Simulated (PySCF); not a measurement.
Two-component Hartree-Fock for W³⁹⁺ (tungsten, charge +39)

Start: [Ar] 3d10 4s2 4p5; 4p1/2 filled at m_j = +1/2; 4p3/2 filled at m_j = -3/2, -1/2, +1/2, +3/2. Calculated with PySCF 2.14 in an uncontracted even-tempered set (16 s from 4.6 bohr⁻², ratio 2.8; 14 p from 5.9 bohr⁻², ratio 2.8; 8 d from 11 bohr⁻², ratio 2.8; 4 f from 29 bohr⁻², ratio 3): generalised Hartree-Fock with the X2C-1e Hamiltonian and a Gaussian nucleus; one run each with spin-orbit coupling (SO) screened by Boettger's factors, then bare. This is a chosen level, not necessarily the ground level.

```
spinor shell  electrons  ε, screened SO (eV)  ε, bare SO (eV)  weight of nominal j (bare SO)  rms radius, bare SO (bohr)
       1s1/2          2             -71655.3         -71654.0                          1.000                      0.0208
       2s1/2          2             -13968.7         -13968.3                          1.000                      0.0838
       2p1/2          2             -13416.1         -13448.2                          1.000                      0.0711
       2p3/2          4             -12057.7         -12047.2                          1.000                      0.0787
       3s1/2          2              -4573.9          -4573.8                          1.000                       0.212
       3p1/2          2              -4330.1          -4337.3                          1.000                       0.203
       3p3/2          4              -4023.1          -4020.7                          1.000                       0.217
       3d3/2          4              -3626.6          -3633.1                          1.000                       0.190
       3d5/2          6              -3560.4          -3556.4                          1.000                       0.195
       4s1/2          2              -2077.7          -2077.7                          1.000                       0.448
       4p1/2          1              -1978.7          -1981.0                          1.000                       0.442
       4p3/2          4              -1878.8          -1878.1                          1.000                       0.466
```

```
   quantity   screened SO       bare SO
E (hartree)  -15207.38382  -15208.53927
        M_J           1/2           1/2
       ⟨J²⟩         0.751         0.751
       ⟨L²⟩         2.067         2.072
       ⟨S²⟩         0.814         0.819
```

Each row is a mean over spinors that exchange with the open shell spreads, by up to 6.847 eV (3p1/2).

Breit and QED terms are absent; they matter most for the inner s and p1/2 levels.

Densities and radii are taken from the X2C orbitals without a picture-change correction, which distorts them close to the nucleus.
